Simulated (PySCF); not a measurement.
# Cost of excited-state runs on SMILES [O]N([SiH3])C(F)(F)F, CH$_{3}$F$_{3}$NOSi, doublet

Atoms are numbered as in `[O:1][N:2]([SiH3:3])[C:4]([F:5])([F:6])[F:7]`. Hydrogens are named by the atom that carries them.

PySCF with density fitting, on 1 thread of an Arm Neoverse V1, shared host. Command: `OMP_NUM_THREADS=1 python excited_run.py task.json out`

(1) How long does each of these runs take, and how much memory?
- open-shell absorption, B3LYP/def2-SVPD; 10 states; full response
- open-shell absorption, HCTH407/6-311G**; 25 states; full response
- open-shell absorption, PBE0/pcseg-1; 6 states; full response; grid level 1; guess atom

Answers

(1) 
| run | level | basis functions | wall time | peak memory (GiB) |
| --- | --- | --- | --- | --- |
| open-shell absorption | B3LYP/def2-SVPD | 180 | 57 s | 0.61 |
| open-shell absorption | HCTH407/6-311G** | 152 | 56 s | 0.61 |
| open-shell absorption | PBE0/pcseg-1 | 117 | 22 s | 0.61 |

Times from a shared host are rough.
